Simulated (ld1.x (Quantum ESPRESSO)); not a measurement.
# Be: excitation energies, all-electron against TM

ld1.x (Quantum ESPRESSO) 7.5 input, shortened:

```
&input
   title='Be', zed=4., rel=0, dft='PBE', iswitch=3,
   config='[He] 2s2 2p0 3d-2'
 /
 &inputp
   pseudotype=2, tm=.true., lloc=2,
   nlcc=.true., rcore=0.80
 /
3
2S  1  0   2.00   0.00  1.70  1.70  0.0
2P  2  1   0.00   0.00  4.20  4.20  0.0
3D  3  2  -2.00  -0.10  3.90  3.90  0.0
 &test
   configts(1)='2s2 2p0'
 /
```

Energies are relative to the spin-unpolarised reference configuration 2s2 2p0; without spin polarisation the order of configurations can differ from experiment.

| valence configuration | charge | ΔE all-electron (eV) | error AE − PS (meV) |
| --- | --- | --- | --- |
| 2s1.5 2p0 | +0.5 | 3.760 | +2.0 |
| 2s1 2p1 | 0 | 3.610 | -24 |
| 2s0 2p1 | +1 | 13.456 | -211 |
| 2s0 2p2 | 0 | 7.247 | -101 |

(1) What are ΔE and the potential's error for 2s1 2p0?

Levels in the configuration 2s0 2p2:

```
level  all-electron (eV)  pseudo (eV)
   2p             -2.939       -3.004
```

Answers

(1) ΔE = 9.549 eV all-electron; the error (AE − PS) is +9.0 meV.
